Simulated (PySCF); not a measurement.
# Shapes and spin states of NdH₂

Computed with PBE0 in PySCF with Nd def2-TZVP with ECP28, H def2-TZVP; scalar-relativistic core potentials, no spin–orbit coupling; density-fitted integrals.

Relaxations began from a few typed shapes and spin states; open shells are unrestricted. The search is not exhaustive: other isomers or separated fragments can lie lower, and high-lying points may rest on an excited occupation.

**Question.** Which is the lowest minimum found?
A. quintet C2v: Nd–H 2.133 Å (×2); H–Nd–H 110.7°
B. quintet D∞h: Nd–H 2.267 Å (×2); H–Nd–H 180.0°
C. broken-symmetry Ms = 1 (⟨S²⟩ 3.98) C2v: H–H 0.850 Å, Nd–H 2.315 Å (×2); H–H–Nd 79.4° (×2), H–Nd–H 21.2°
D. broken-symmetry Ms = 1 (⟨S²⟩ 3.17) D∞h: Nd–H 2.085 Å (×2); H–Nd–H 180.0°
E. broken-symmetry Ms = 1 (⟨S²⟩ 3.01) C2v: Nd–H 1.995 Å (×2); H–Nd–H 115.5°

**Answer.** A. The others lie at 44.7 (quintet D∞h, a saddle point), 72.7 (broken-symmetry Ms = 1 C2v), 103.0 (broken-symmetry Ms = 1 C2v), 115.0 (broken-symmetry Ms = 1 D∞h, a saddle point) kJ/mol above it.

Formally Nd is in oxidation state +2, with 4 electrons left for the f, d and s shells; the Mulliken f population is 3.95 and the spin on Nd 4.10.

For the lowest minimum: the spin densities have lower symmetry than the nuclear frame. Open d and f shells are described by one determinant, and the ground state may have another occupation or spin. The pruned grid is coarse for the open f shell: energies are uncertain by about 2 kJ/mol and soft modes are noisy. With an element this heavy the missing spin–orbit coupling can shift these numbers.

The electron or spin density has lower symmetry than the nuclear frame for the quintet D∞h at 44.7 kJ/mol, broken-symmetry Ms = 1 (⟨S²⟩ 3.17) D∞h at 115.0 kJ/mol.
